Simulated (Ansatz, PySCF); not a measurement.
The pair A = C2H2 (SMILES C#C) (first 4 atoms), B = CH4O (SMILES CO); geometry from B3LYP-D3(BJ)/def2-TZVP.
(charge 0, multiplicity 1):
| atom | x (Å) | y (Å) | z (Å) |
|---|---|---|---|
| C | 0.3410 | 0.3800 | 0.1368 |
| C | -0.4015 | -0.5376 | 0.3383 |
| H | 0.9974 | 1.1948 | -0.0518 |
| H | -1.0568 | -1.3544 | 0.5228 |
| C | 0.0197 | 0.2876 | 4.0555 |
| O | 0.7803 | -0.6965 | 3.3744 |
| H | 0.4452 | 1.2916 | 3.9425 |
| H | 0.0325 | 0.0280 | 5.1136 |
| H | -1.0229 | 0.3121 | 3.7184 |
| H | 0.7440 | -0.5069 | 2.4290 |

Cores are frozen in the correlated methods. CBS(a, b) extrapolates the correlation energy as X⁻³ and adds the Hartree–Fock energy of set b. MP2 and its Hartree–Fock in aug-cc-pVTZ are density fitted.

Programs: Ansatz (a quantum-chemistry and plane-wave program) with Gaussian orbitals; PySCF for the dispersion terms. 

The monomers are drawn apart, rigid, along the line of their centres of mass. Counterpoise-corrected interaction energies (kcal/mol):

```tsv
level	R = 4.429 Å	R = 5.383 Å
PBE/def2-TZVPPD	-1.2304	-0.4587
PBE-D3(BJ)/def2-TZVPPD	-1.6303	-0.5964
wB97M-V/def2-TZVPPD	-1.4175	-0.5536
MP2/CBS(aug-cc-pVDZ, aug-cc-pVTZ) + ΔCCSD(T)/aug-cc-pVDZ	-1.3882	-0.5263
```

R is the distance of the centres of mass. Find the local exponent m of E ∝ R⁻ᵐ between the two points.


m = ln(E₁/E₂)/ln(R₂/R₁): PBE/def2-TZVPPD 5.1; PBE-D3(BJ)/def2-TZVPPD 5.2; wB97M-V/def2-TZVPPD 4.8; MP2/CBS(aug-cc-pVDZ, aug-cc-pVTZ) + ΔCCSD(T)/aug-cc-pVDZ 5.0. For scale, two fixed dipoles give m = 3, dipole and quadrupole 4, quadrupoles 5, and dispersion or dipole-induced dipole 6 at long range; at these distances several terms mix, and what is left of overlap and damping shifts m, so it need not match one of them.
